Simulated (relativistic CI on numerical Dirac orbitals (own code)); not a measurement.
Lu43+: sensitivity of the levels to the model

Base calculation: Dirac-Coulomb-Breit CI, KLI orbitals optimised for each configuration, model QED (radiative potential, 1s self-energy scaled to tabulated hydrogen-like ionisation energies), unscaled Slater integrals.

Configurations in the expansion (outside the closed core [Ne]): 3s²3p⁶3d¹⁰, 3s²3p⁶3d⁹4s, 3s²3p⁶3d⁹4p, 3s²3p⁶3d⁹4d, 3s²3p⁵3d¹⁰4s, 3s²3p⁶3d⁹4f, 3s²3p⁵3d¹⁰4p, 3s²3p⁶3d⁸4s², 3s²3p⁵3d¹⁰4d, 3s²3p⁶3d⁸4s4p, 3s3p⁶3d¹⁰4s, 3s²3p⁶3d⁹5s, 3s²3p⁶3d⁸4p², 3s²3p⁵3d¹⁰4f, 3s²3p⁶3d⁸4s4d, 3s²3p⁶3d⁹5p. Levels of other configurations are missing.

Variants: (1) P86 correlation estimate; (2) QED terms removed; (3) configuration mixing switched off. Shifts of the energy above 3s²3p⁶3d¹⁰ ¹S0, in eV, for the lowest level and the first level of each name with at least 55 % of one term (blank where a level changes its place among those of its configuration and J or its character, or is not in the variant):

| Level | Base | Δ(1) | Δ(2) | Δ(3) |
| --- | --- | --- | --- | --- |
| 3s²3p⁶3d¹⁰ ¹S0 | 0.00 | 0.00 | 0.00 | 0.00 |
| 3s²3p⁶3d⁹4s ³D3 | 1392.99 | +1.89 | -1.31 | +0.26 |
| 3s²3p⁶3d⁹4s ¹D2 | 1394.74 | +1.89 | -1.31 | +0.22 |
| 3s²3p⁶3d⁹4s ³D1 | 1447.31 | +1.89 | -1.45 | +0.23 |
| 3s²3p⁶3d⁹4s ³D2 | 1448.46 | +1.89 | -1.45 | +0.16 |
| 3s²3p⁶3d⁹4p ³F°2 | 1536.79 | +1.97 | -0.28 | +0.12 |
| 3s²3p⁶3d⁹4p ³F°4 | 1565.06 | +1.97 | -0.24 | +0.16 |
| 3s²3p⁶3d⁹4p ¹P°1 | 1568.03 | +1.97 | -0.24 | +0.61 |
| 3s²3p⁶3d⁹4p ³D°3 | 1569.94 | +1.97 | -0.24 | +0.01 |
| 3s²3p⁶3d⁹4p ³P°0 | 1616.24 | +1.97 | -0.38 | +0.49 |
| 3s²3p⁶3d⁹4d ¹P1 | 1718.93 | +2.02 | -0.08 | +0.56 |
| 3s²3p⁶3d⁹4d ³G5 | 1720.39 | +2.02 | -0.08 | +0.03 |
| 3s²3p⁶3d⁹4d ³D3 | 1724.13 | +2.02 | -0.08 | +0.11 |
| 3s²3p⁶3d⁹4d ³F4 | 1725.92 | +2.02 | -0.08 | -0.06 |
| 3s²3p⁶3d⁹4d ³P0 | 1737.83 | +2.02 | -0.11 | +0.40 |
| 3s²3p⁶3d⁹4d ³G3 | 1757.78 | +2.02 | -0.18 | -0.02 |
| 3s²3p⁶3d⁹4d ³F2 | 1763.27 | +2.02 | -0.18 | -0.01 |
| 3s²3p⁶3d⁹4d ¹S0 | 1802.65 | +2.03 | -0.14 | +4.25 |
| 3s²3p⁵3d¹⁰4s ³P°2 | 1812.12 | +2.15 | -0.85 | -0.74 |
| 3s²3p⁵3d¹⁰4s ¹P°1 | 1815.16 | +2.15 | -0.85 | -0.46 |
| 3s²3p⁶3d⁹4f ³P°0 | 1860.68 | +1.43 | -0.05 | +0.41 |
| 3s²3p⁶3d⁹4f ³P°1 | 1863.35 | +1.43 | -0.06 | +0.31 |

At this charge energies of transitions that change n are usually good to better than 1 %, and those within a shell (Δn = 0) to a few per cent.

Ionisation energy from the two ground configurations alone: base 3590.56 eV; P86 correlation estimate 3592.79 eV. The NIST ASD value (theoretical) is 3590 eV.

LS names give the leading component of a level, which can be under half, so a name can repeat, a term be missing and a line seem to break the LS rules.
